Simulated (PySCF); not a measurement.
Correlation energy of Lu+ (lutetium, charge +1)

[Xe] 4f14 6s1 6p1, high-spin 3P determinant (an excited configuration). Calculation: PySCF 2.14, in ANO-RCC-VTZP (8s7p5d3f2g1h, 104 functions); the spin-free X2C one-electron Hamiltonian (Gaussian nucleus). Frozen: [Kr] 4d10; 24 electrons correlated.

MP2 pair energies summed by pair of shells (mhartree):

```tsv
pair	energy	share (%)
4f-4f	-752.93	57.3
4f-5p	-301.15	22.9
5p-5p	-121.91	9.3
4f-5s	-63.45	4.8
5s-5p	-29.06	2.2
5p-6s	-14.70	1.1
4f-6s	-10.41	0.8
5p-6p	-6.79	0.5
5s-5s	-5.94	0.5
4f-6p	-5.51	0.4
6s-6p	-1.53	0.1
5s-6s	-0.92	0.1
5s-6p	-0.48	0.0
```

Total MP2 correlation energy: -1314.8 mhartree.

Same-spin part -517.13 and opposite-spin part -797.65 mhartree; SCS-MP2 scales them by 1/3 and 6/5 to -1129.6 mhartree.

The basis was made for the ground configuration and has no added diffuse functions, which can raise the energy of the promoted electron.
